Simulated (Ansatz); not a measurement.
Consider the ligand exchange at the Si–O bond: `O[SiH2][O][AlH2]` + `CC(=N)O` → `CC(=N)O[SiH2]O` + `[OH][AlH2]`.

Computed with Ansatz on PBE0-D4/def2-TZVP structures; ΔE is electronic, products minus reactants. CCSD(T)/CBS is the MP2 limit (def2-TZVPP, def2-QZVPP) plus CCSD(T) − MP2 in def2-TZVPP, frozen cores. This one scheme is used for every species. DFT in def2-TZVPP. Each species was taken in one conformer, which may not be the lowest.

```csv
level,ΔE (kJ/mol),difference from CCSD(T)/CBS
ωB97X-V,18.8,0.1
r2SCAN,20.3,1.6
HF/def2-TZVPP,34.9,16.2
MP2/def2-TZVPP,17.0,-1.7
CCSD(T)/def2-TZVPP,18.1,-0.6
HF/def2-QZVPP,35.9,17.2
MP2/def2-QZVPP,17.7,-1.0
HF/CBS(def2),36.1,17.4
MP2/CBS(def2),17.6,-1.1
CCSD/CBS(def2),21.9,3.2
CCSD(T)/CBS,18.7,0
```

Largest T1 diagnostic among the species: 0.013.

In def2-TZVPP, CCSD(T) changes the Hartree–Fock value by −16.7 kJ/mol (the triples alone add −3.3 kJ/mol) and MP2 by −17.8 kJ/mol. The D4 term adds −6.0 kJ/mol with B3LYP and −3.3 kJ/mol with PBE0; it sums over pairs of atoms, weighted by their polarisabilities, and B3LYP, whose exchange is more repulsive, gets the larger term.

B3LYP here is the variant with VWN-RPA as its local correlation; programs differ in this.
